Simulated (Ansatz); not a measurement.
Born–Oppenheimer molecular dynamics of a periodic cell of 20 atoms, Au$_{18}$NO (surface Au(110), adsorbate NO, incident energy 1.5 eV, 0° from the normal). It starts from an unrelaxed structure (largest force component 2.96 eV/Å).

Method: DFT PBE, scalar-relativistic, plane waves, PAW in Ansatz 0.2.0. Settings: cutoff 420 eV, k mesh 1x3x1, fermi-dirac smearing 0.15 eV, no spin polarisation.

* ensemble: NVE (velocity Verlet)
* time step: 1.5 fs
* steps asked: 330
* starting velocities: zero, but for any typed in the input
* atoms held: 1 to 6
* seed: 351902

Frames 15 fs apart, positions in Å, forces in eV/Å.

Velocities at 75.0 fs (Å/ps):

```
Au 0.00 0.00 0.00
Au 0.00 0.00 0.00
Au 0.00 0.00 0.00
Au 0.00 0.00 0.00
Au 0.00 0.00 0.00
Au 0.00 0.00 0.00
Au 0.00 -0.31 0.19
Au 0.02 0.85 -1.26
Au -0.01 -0.31 0.19
Au -0.04 0.34 0.19
Au 0.01 -0.65 -0.80
Au 0.04 0.34 0.19
Au 0.00 0.01 0.60
Au -0.56 -0.08 0.79
Au 0.45 -0.07 0.85
Au 0.00 -0.01 0.64
Au 0.00 0.06 0.50
Au -0.01 0.06 0.51
N 0.27 -4.07 -24.51
O 0.85 0.59 -17.84
```

```xyz
20
Lattice="12.2400 0.0000 0.0000 0.0000 5.7700 0.0000 0.0000 0.0000 15.8850" Properties=species:S:1:pos:R:3:forces:R:3 time_fs=75.0 energy_less_start_eV=0.714 T=434
Au 0.000 0.000 1.000 0.00 0.03 -0.11
Au 4.080 0.000 1.000 0.02 -0.01 -0.12
Au 8.160 0.000 1.000 -0.02 -0.01 -0.12
Au 0.000 2.885 1.000 0.00 -0.03 -0.10
Au 4.080 2.885 1.000 -0.04 0.01 -0.16
Au 8.160 2.885 1.000 0.04 0.01 -0.16
Au 2.039 1.435 2.446 0.02 -0.14 0.13
Au 6.120 1.456 2.420 0.01 0.81 -0.93
Au 10.201 1.435 2.446 -0.02 -0.14 0.13
Au 2.038 4.335 2.446 0.01 0.15 0.13
Au 6.120 4.316 2.428 0.01 -0.63 -0.68
Au 10.202 4.335 2.446 -0.01 0.15 0.13
Au 0.000 0.000 3.912 0.00 0.01 0.03
Au 4.077 -0.001 3.933 -1.24 -0.14 -0.71
Au 8.162 0.000 3.933 1.01 -0.12 -0.58
Au 0.000 2.885 3.913 0.00 -0.01 0.08
Au 4.082 2.885 3.911 -0.13 0.08 -0.02
Au 8.158 2.885 3.911 0.12 0.07 -0.01
N 6.099 0.147 4.502 0.10 -0.29 3.34
O 6.086 0.150 5.723 0.11 0.20 -0.28
20
Lattice="12.2400 0.0000 0.0000 0.0000 5.7700 0.0000 0.0000 0.0000 15.8850" Properties=species:S:1:pos:R:3:forces:R:3 time_fs=90.0 energy_less_start_eV=1.258 T=134
Au 0.000 0.000 1.000 0.00 0.01 -0.10
Au 4.080 0.000 1.000 0.02 -0.01 -0.11
Au 8.160 0.000 1.000 -0.01 -0.01 -0.11
Au 0.000 2.885 1.000 0.00 -0.01 -0.03
Au 4.080 2.885 1.000 -0.09 0.01 -0.18
Au 8.160 2.885 1.000 0.10 0.01 -0.18
Au 2.039 1.430 2.449 -0.01 -0.05 0.11
Au 6.121 1.474 2.396 0.00 0.71 -0.77
Au 10.200 1.430 2.449 0.01 -0.06 0.11
Au 2.038 4.341 2.450 -0.02 0.05 0.10
Au 6.120 4.303 2.412 0.00 -0.73 -0.81
Au 10.202 4.341 2.450 0.01 0.05 0.10
Au 0.000 0.000 3.921 0.00 0.00 0.02
Au 4.061 -0.003 3.941 -1.81 -0.14 -0.95
Au 8.176 -0.002 3.942 1.71 -0.13 -0.90
Au 0.000 2.885 3.923 0.00 0.00 0.04
Au 4.081 2.887 3.918 -0.16 0.04 -0.03
Au 8.158 2.886 3.919 0.16 0.04 -0.02
N 6.112 0.070 4.337 0.06 -0.12 -0.14
O 6.105 0.173 5.505 0.04 0.32 3.83
20
Lattice="12.2400 0.0000 0.0000 0.0000 5.7700 0.0000 0.0000 0.0000 15.8850" Properties=species:S:1:pos:R:3:forces:R:3 time_fs=105.0 energy_less_start_eV=0.895 T=333
Au 0.000 0.000 1.000 0.00 -0.01 -0.09
Au 4.080 0.000 1.000 0.04 -0.01 -0.09
Au 8.160 0.000 1.000 -0.04 -0.01 -0.10
Au 0.000 2.885 1.000 0.00 0.01 0.01
Au 4.080 2.885 1.000 -0.20 0.02 -0.21
Au 8.160 2.885 1.000 0.21 0.02 -0.21
Au 2.039 1.424 2.454 -0.06 0.03 0.09
Au 6.121 1.498 2.364 -0.02 0.15 -0.40
Au 10.200 1.424 2.454 0.05 0.03 0.10
Au 2.037 4.348 2.454 -0.06 -0.05 0.07
Au 6.121 4.282 2.388 -0.02 -0.39 -0.75
Au 10.203 4.348 2.454 0.05 -0.04 0.08
Au 0.000 0.000 3.931 0.00 0.00 0.01
Au 4.026 -0.006 3.938 -0.95 -0.07 -0.71
Au 8.207 -0.005 3.942 1.13 -0.08 -0.78
Au 0.000 2.885 3.933 0.00 0.01 -0.01
Au 4.079 2.888 3.926 -0.14 -0.01 -0.06
Au 8.161 2.888 3.926 0.15 0.00 -0.06
N 6.132 0.000 4.386 -0.08 0.49 2.09
O 6.130 0.215 5.572 -0.06 -0.10 1.00
20
Lattice="12.2400 0.0000 0.0000 0.0000 5.7700 0.0000 0.0000 0.0000 15.8850" Properties=species:S:1:pos:R:3:forces:R:3 time_fs=120.0 energy_less_start_eV=0.140 T=751
Au 0.000 0.000 1.000 0.00 -0.01 -0.08
Au 4.080 0.000 1.000 0.08 0.00 -0.09
Au 8.160 0.000 1.000 -0.07 -0.01 -0.09
Au 0.000 2.885 1.000 0.00 0.01 0.02
Au 4.080 2.885 1.000 -0.35 0.02 -0.27
Au 8.160 2.885 1.000 0.35 0.02 -0.27
Au 2.039 1.419 2.460 -0.13 0.13 0.05
Au 6.121 1.524 2.328 -0.02 -0.49 -0.07
Au 10.201 1.419 2.460 0.11 0.12 0.06
Au 2.035 4.353 2.460 -0.13 -0.15 0.03
Au 6.121 4.257 2.355 -0.02 0.30 -0.45
Au 10.204 4.353 2.460 0.12 -0.14 0.04
Au 0.000 0.001 3.940 0.00 0.00 0.03
Au 3.981 -0.010 3.928 0.21 -0.01 -0.23
Au 8.250 -0.009 3.933 -0.08 -0.02 -0.32
Au 0.000 2.885 3.944 0.00 0.00 -0.04
Au 4.074 2.890 3.932 -0.05 -0.03 -0.09
Au 8.165 2.890 3.933 0.06 -0.02 -0.09
N 6.143 -0.021 4.672 -0.02 0.77 2.79
O 6.148 0.262 5.845 -0.07 -0.50 -0.93
20
Lattice="12.2400 0.0000 0.0000 0.0000 5.7700 0.0000 0.0000 0.0000 15.8850" Properties=species:S:1:pos:R:3:forces:R:3 time_fs=135.0 energy_less_start_eV=-0.269 T=976
Au 0.000 0.000 1.000 0.00 0.00 -0.08
Au 4.080 0.000 1.000 0.08 0.00 -0.09
Au 8.160 0.000 1.000 -0.07 -0.01 -0.08
Au 0.000 2.885 1.000 0.00 0.01 0.03
Au 4.080 2.885 1.000 -0.49 0.02 -0.33
Au 8.160 2.885 1.000 0.49 0.03 -0.34
Au 2.037 1.415 2.466 -0.21 0.28 -0.05
Au 6.121 1.545 2.290 -0.02 -1.01 0.24
Au 10.203 1.415 2.466 0.19 0.26 -0.03
Au 2.033 4.357 2.466 -0.22 -0.30 -0.07
Au 6.121 4.235 2.318 -0.01 0.93 0.03
Au 10.207 4.358 2.466 0.20 -0.28 -0.05
Au 0.000 0.001 3.950 0.00 0.01 0.07
Au 3.937 -0.014 3.915 0.76 0.06 0.32
Au 8.293 -0.013 3.921 -0.71 0.05 0.29
Au 0.000 2.885 3.954 0.00 0.00 -0.06
Au 4.070 2.891 3.938 0.03 -0.05 -0.09
Au 8.170 2.891 3.938 -0.02 -0.04 -0.09
N 6.149 0.013 5.125 0.01 -0.23 -1.26
O 6.158 0.298 6.231 -0.01 0.28 1.64
20
Lattice="12.2400 0.0000 0.0000 0.0000 5.7700 0.0000 0.0000 0.0000 15.8850" Properties=species:S:1:pos:R:3:forces:R:3 time_fs=150.0 energy_less_start_eV=-0.093 T=880
Au 0.000 0.000 1.000 0.00 0.01 -0.08
Au 4.080 0.000 1.000 0.04 -0.01 -0.10
Au 8.160 0.000 1.000 -0.03 -0.01 -0.09
Au 0.000 2.885 1.000 0.00 0.00 0.05
Au 4.080 2.885 1.000 -0.61 0.03 -0.37
Au 8.160 2.885 1.000 0.62 0.03 -0.37
Au 2.032 1.414 2.472 -0.26 0.40 -0.13
Au 6.121 1.555 2.255 -0.01 -1.30 0.46
Au 10.206 1.413 2.473 0.24 0.39 -0.12
Au 2.027 4.358 2.471 -0.28 -0.42 -0.17
Au 6.120 4.223 2.281 -0.01 1.25 0.36
Au 10.211 4.359 2.471 0.25 -0.41 -0.15
Au 0.000 0.001 3.960 0.00 0.01 0.10
Au 3.901 -0.018 3.906 0.88 0.10 0.58
Au 8.328 -0.017 3.911 -0.85 0.10 0.57
Au 0.000 2.884 3.963 0.00 -0.01 -0.06
Au 4.065 2.892 3.942 0.08 -0.07 -0.08
Au 8.174 2.892 3.943 -0.07 -0.06 -0.08
N 6.158 0.062 5.583 -0.03 -0.65 -2.89
O 6.166 0.329 6.672 0.04 0.61 2.58
20
Lattice="12.2400 0.0000 0.0000 0.0000 5.7700 0.0000 0.0000 0.0000 15.8850" Properties=species:S:1:pos:R:3:forces:R:3 time_fs=165.0 energy_less_start_eV=0.106 T=769
Au 0.000 0.000 1.000 0.00 0.02 -0.08
Au 4.080 0.000 1.000 -0.03 -0.01 -0.10
Au 8.160 0.000 1.000 0.03 -0.01 -0.09
Au 0.000 2.885 1.000 -0.01 -0.01 0.06
Au 4.080 2.885 1.000 -0.71 0.02 -0.38
Au 8.160 2.885 1.000 0.71 0.03 -0.37
Au 2.025 1.418 2.476 -0.25 0.44 -0.18
Au 6.120 1.551 2.225 0.00 -1.30 0.57
Au 10.213 1.416 2.477 0.24 0.44 -0.17
Au 2.019 4.355 2.474 -0.27 -0.47 -0.22
Au 6.120 4.225 2.247 0.00 1.28 0.52
Au 10.219 4.356 2.475 0.26 -0.46 -0.21
Au 0.000 0.001 3.972 0.00 0.01 0.10
Au 3.875 -0.021 3.903 0.88 0.11 0.60
Au 8.354 -0.019 3.908 -0.85 0.11 0.59
Au 0.000 2.884 3.971 0.00 -0.01 -0.04
Au 4.062 2.892 3.946 0.09 -0.08 -0.09
Au 8.178 2.892 3.947 -0.09 -0.08 -0.09
N 6.165 0.110 5.990 -0.01 0.12 0.39
O 6.176 0.357 7.117 0.02 -0.16 -0.80
20
Lattice="12.2400 0.0000 0.0000 0.0000 5.7700 0.0000 0.0000 0.0000 15.8850" Properties=species:S:1:pos:R:3:forces:R:3 time_fs=180.0 energy_less_start_eV=0.289 T=669
Au 0.000 0.000 1.000 -0.01 0.02 -0.08
Au 4.080 0.000 1.000 -0.13 -0.01 -0.11
Au 8.160 0.000 1.000 0.13 -0.01 -0.10
Au 0.000 2.885 1.000 -0.01 -0.01 0.03
Au 4.080 2.885 1.000 -0.74 0.02 -0.35
Au 8.160 2.885 1.000 0.74 0.02 -0.35
Au 2.015 1.426 2.478 -0.18 0.38 -0.19
Au 6.120 1.533 2.202 0.00 -1.07 0.63
Au 10.222 1.424 2.480 0.18 0.38 -0.19
Au 2.008 4.346 2.475 -0.20 -0.40 -0.23
Au 6.119 4.240 2.220 0.00 1.06 0.61
Au 10.229 4.348 2.477 0.20 -0.41 -0.22
Au 0.000 0.002 3.985 0.00 0.01 0.08
Au 3.859 -0.022 3.906 0.80 0.11 0.50
Au 8.371 -0.021 3.912 -0.78 0.11 0.49
Au -0.001 2.884 3.979 -0.01 0.00 0.00
Au 4.059 2.892 3.948 0.10 -0.08 -0.11
Au 8.181 2.892 3.950 -0.10 -0.08 -0.11
N 6.170 0.158 6.372 0.04 0.50 2.54
O 6.191 0.379 7.530 -0.03 -0.52 -2.85
20
Lattice="12.2400 0.0000 0.0000 0.0000 5.7700 0.0000 0.0000 0.0000 15.8850" Properties=species:S:1:pos:R:3:forces:R:3 time_fs=195.0 energy_less_start_eV=0.316 T=653
Au 0.000 0.000 1.000 -0.01 0.02 -0.07
Au 4.080 0.000 1.000 -0.27 -0.01 -0.12
Au 8.160 0.000 1.000 0.26 -0.01 -0.11
Au 0.000 2.885 1.000 -0.01 -0.02 -0.02
Au 4.080 2.885 1.000 -0.70 0.01 -0.30
Au 8.160 2.885 1.000 0.70 0.01 -0.29
Au 2.004 1.438 2.478 -0.08 0.23 -0.17
Au 6.119 1.503 2.185 0.01 -0.71 0.67
Au 10.233 1.436 2.481 0.08 0.25 -0.17
Au 1.994 4.333 2.473 -0.08 -0.26 -0.19
Au 6.119 4.267 2.199 0.01 0.70 0.65
Au 10.242 4.335 2.477 0.09 -0.27 -0.19
Au 0.000 0.002 3.998 0.00 0.00 0.04
Au 3.851 -0.022 3.915 0.68 0.09 0.35
Au 8.380 -0.021 3.920 -0.67 0.09 0.34
Au -0.001 2.884 3.988 -0.01 0.00 0.05
Au 4.058 2.890 3.950 0.10 -0.07 -0.15
Au 8.182 2.890 3.951 -0.10 -0.07 -0.14
N 6.174 0.209 6.750 0.06 0.36 2.13
O 6.208 0.397 7.905 -0.06 -0.36 -2.32
20
Lattice="12.2400 0.0000 0.0000 0.0000 5.7700 0.0000 0.0000 0.0000 15.8850" Properties=species:S:1:pos:R:3:forces:R:3 time_fs=210.0 energy_less_start_eV=0.300 T=661
Au 0.000 0.000 1.000 -0.01 0.03 -0.06
Au 4.080 0.000 1.000 -0.43 -0.01 -0.14
Au 8.160 0.000 1.000 0.42 -0.01 -0.12
Au 0.000 2.885 1.000 -0.02 -0.03 -0.10
Au 4.080 2.885 1.000 -0.62 0.01 -0.23
Au 8.160 2.885 1.000 0.61 0.01 -0.22
Au 1.991 1.453 2.477 0.05 0.04 -0.12
Au 6.119 1.466 2.176 0.01 -0.28 0.69
Au 10.245 1.450 2.480 -0.03 0.06 -0.13
Au 1.980 4.317 2.470 0.07 -0.06 -0.13
Au 6.119 4.302 2.184 0.01 0.29 0.68
Au 10.255 4.320 2.474 -0.05 -0.08 -0.14
Au 0.000 0.003 4.012 0.00 0.00 0.00
Au 3.851 -0.021 3.927 0.55 0.07 0.19
Au 8.380 -0.020 3.933 -0.54 0.07 0.18
Au -0.001 2.883 3.996 -0.01 0.00 0.10
Au 4.058 2.887 3.950 0.09 -0.06 -0.17
Au 8.183 2.888 3.952 -0.10 -0.06 -0.17
N 6.178 0.260 7.128 -0.02 -0.07 -0.52
O 6.226 0.414 8.255 0.02 0.07 0.41
20
Lattice="12.2400 0.0000 0.0000 0.0000 5.7700 0.0000 0.0000 0.0000 15.8850" Properties=species:S:1:pos:R:3:forces:R:3 time_fs=225.0 energy_less_start_eV=0.376 T=621
Au 0.000 0.000 1.000 -0.01 0.03 -0.05
Au 4.080 0.000 1.000 -0.59 -0.01 -0.16
Au 8.160 0.000 1.000 0.58 -0.01 -0.15
Au 0.000 2.885 1.000 -0.02 -0.03 -0.19
Au 4.080 2.885 1.000 -0.51 0.00 -0.16
Au 8.160 2.885 1.000 0.50 0.00 -0.14
Au 1.979 1.468 2.474 0.17 -0.17 -0.07
Au 6.119 1.425 2.174 0.01 0.15 0.70
Au 10.256 1.465 2.478 -0.15 -0.14 -0.08
Au 1.967 4.301 2.465 0.22 0.16 -0.06
Au 6.119 4.340 2.178 0.01 -0.13 0.70
Au 10.268 4.304 2.470 -0.19 0.13 -0.07
Au 0.000 0.004 4.026 0.00 -0.01 -0.05
Au 3.857 -0.019 3.942 0.42 0.05 0.04
Au 8.375 -0.019 3.947 -0.42 0.05 0.04
Au -0.002 2.883 4.006 -0.01 0.01 0.16
Au 4.058 2.884 3.947 0.09 -0.04 -0.19
Au 8.182 2.885 3.950 -0.10 -0.04 -0.19
N 6.182 0.309 7.494 -0.18 -0.36 -3.27
O 6.243 0.432 8.599 0.18 0.36 3.19
```

Of the whole run (495 fs, mean temperature of the second half 656 K): The conserved energy stayed within 0.18 meV per atom of its start (net change -0.098 meV per atom), so the integration is sound. A run of 0.49 ps of so small a system gives no equilibrium averages. Limits of this set-up: coarse k mesh, thin slab, slab without dipole correction, odd electron count without spin.

The run took 40 min on 4 threads of Intel(R) Xeon(R) Platinum 8488C (Sapphire Rapids), with other jobs on the host, peak memory 2.4 GiB.
